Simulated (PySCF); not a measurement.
ClGa, neutral, multiplicity 1. Atoms are numbered in the order given.

```xyz
2

Ga     0.0000     0.0000    -0.7916
Cl     0.0000     0.0000     1.4434
```

Geometry: PBE-D3(BJ)/def2-TZVP.

These are HF/pcSseg-2 (PySCF) values and carry that method's errors.

GIAO shieldings, no solvent; atoms alike by connectivity are averaged. δ = σ(ref) − σ: ³⁵Cl against HCl (σ = 947.2 ppm), references at their B3LYP-D3(BJ)/def2-TZVP geometries, non-relativistic (without spin–orbit terms, shifts of atoms bonded to Cl or Br come out too high).

Computed chemical shifts:
```json
[
 {"nucleus": "³⁵Cl", "atoms": "Cl2", "count": "1", "δ (ppm)": "327.2"}
]
```
